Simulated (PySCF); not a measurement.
Geometries of 2 isomers of C7H6O2, from PBE0-D3(BJ)/def2-SVP geometry optimisation, gas phase (PySCF). One conformer each, no zero-point energy, no frequencies.

**Question.** Which is lower in electronic energy at this level?
A.
```xyz
15
angstrom
C      2.213    0.028   -0.271
C      0.737   -0.064   -0.106
C      0.055   -1.218    0.036
C     -1.412   -1.264    0.206
O     -2.005   -2.316    0.340
C     -2.138    0.030    0.212
C     -1.482    1.190    0.071
C     -0.010    1.233   -0.100
O      0.574    2.289   -0.234
H      2.462    0.577   -1.192
H      2.653    0.610    0.555
H      2.678   -0.966   -0.300
H      0.558   -2.189    0.035
H     -3.223   -0.029    0.339
H     -1.985    2.160    0.071
```
B.
```xyz
15
angstrom
O      2.589   -1.446   -0.068
C      2.056   -0.368   -0.157
O      2.751    0.758   -0.372
C      0.593   -0.139   -0.043
C     -0.227   -1.250    0.178
C     -1.603   -1.087    0.290
C     -2.164    0.186    0.184
C     -1.349    1.297   -0.036
C      0.030    1.137   -0.149
H      3.681    0.494   -0.431
H      0.242   -2.233    0.256
H     -2.244   -1.955    0.462
H     -3.246    0.314    0.273
H     -1.791    2.292   -0.119
H      0.679    1.997   -0.321
```

**Answer.** B. That is benzoic acid (`c1(ccccc1)C(O)=O`), 37.6 kcal/mol below the other.

```
           SMILES                                     atoms numbered as above      E (Eh)  relative (kcal/mol)  relative (kJ/mol)  dipole (D)
   O=C(O)c1ccccc1    [O:1]=[C:2]([OH:3])[c:4]1[cH:5][cH:6][cH:7][cH:8][cH:9]1  -420.06150                  0.0                0.0        1.84
CC1=CC(=O)C=CC1=O  [CH3:1][C:2]1=[CH:3][C:4](=[O:5])[CH:6]=[CH:7][C:8]1=[O:9]  -420.00151                 37.6              157.5        0.76
```

As drawn, the lower has an aromatic ring, an O–H bond and a C(=O)–O unit, which the higher lacks; the higher has a C=C bond outside aromatic rings, which the lower lacks.
